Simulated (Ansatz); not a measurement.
Program: Ansatz. Geometries: PBE0-D4/def2-TZVP. ΔE: electronic, gas phase. CBS: MP2 limit from def2 TZ/QZ plus the TZ coupled-cluster correction, frozen cores. This one scheme is used for every species. Functionals use def2-TZVPP. For Ga outer-core shells are correlated without core-valence functions, which leaves a few kJ/mol of doubt a bond. Scalar relativity is left out up to krypton. Each species was taken in one conformer, which may not be the lowest.

`[CH3][Ga]([NH2])[SH]` + HCl → `[NH2][Ga]([SH])[Cl]` + CH₄  (ligand exchange at a Ga–C bond)

`[CH3][Ga]([NH2])[SH]`:

```xyz
10

C    -1.119    1.343    0.310
Ga    0.194   -0.102    0.210
N     0.438   -1.108   -1.281
S     1.472   -0.590    1.949
H    -1.110    1.812    1.294
H    -0.901    2.106   -0.441
H    -2.122    0.959    0.117
H     1.105   -1.855   -1.361
H    -0.084   -0.977   -2.130
H     2.126   -1.589    1.333
```

HCl:

```xyz
2

Cl    0.593   -0.027   -0.238
H    -0.593    0.027    0.238
```

`[NH2][Ga]([SH])[Cl]`:

Z-matrix (Å, degrees):
```
N
Ga 1 1.799
H 1 1.005 2 121.9
H 1 1.005 2 123.5 3 164.5
S 2 2.186 1 123.4 3 -173.7
Cl 2 2.141 1 117.5 3 8.2
H 5 1.343 2 92.5 1 -178.6
```

CH₄:

Cartesian coordinates in Å:
```
C 0.000 0.000 0.000
H -0.422 0.821 0.578
H -0.665 -0.240 -0.829
H 0.113 -0.875 0.640
H 0.975 0.293 -0.389
```

```
  level  ΔE (kJ/mol)
ωB97M-V       -131.9
 B2PLYP       -135.0
```

**Question.** What does CCSD(T)/CBS give? (Best estimate.)

**Answer.** Computed: -127.2 kJ/mol. The listed levels differ from it by -4.7, -7.8 kJ/mol.

Largest T1 diagnostic among the species: 0.012.

At CCSD(T), def2-SVP lies −15.6 kJ/mol from the extrapolated value and def2-TZVPP −1.4 kJ/mol. In def2-TZVPP, CCSD(T) changes the Hartree–Fock value by +24.8 kJ/mol (the triples alone add +1.4 kJ/mol) and MP2 by +22.2 kJ/mol.
